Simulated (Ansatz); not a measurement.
```yaml
atoms:
  - { symbol: Cu, position_ang: [0.0000, 0.0000, 0.0000] }
  - { symbol: N, position_ang: [0.0000, 0.0000, 1.5400] }
```

Basis set: pcseg-2 (spherical functions). Charge 0, multiplicity 3.

Computed with Ansatz (development build ahead of 0.2.0); each method stands on the lowest determinant of its kind that the runs found. Restricted functionals stand beside restricted open-shell atoms, which can lie above the unrestricted atoms usual in DFT and then raise those values.

(1) Give the atomization energy at this shape (free ground-state atoms in the same class of orbitals less the molecule, no zero-point energy) of triplet CuN by PBE (restricted open-shell), PBE0 (unrestricted).

Results:

(1)

| method | atomization energy |
| --- | --- |
| PBE (restricted open-shell) | 174.4 kJ/mol |
| PBE0 (unrestricted) | 93.9 kJ/mol |

The shape needn't be a minimum at these levels.
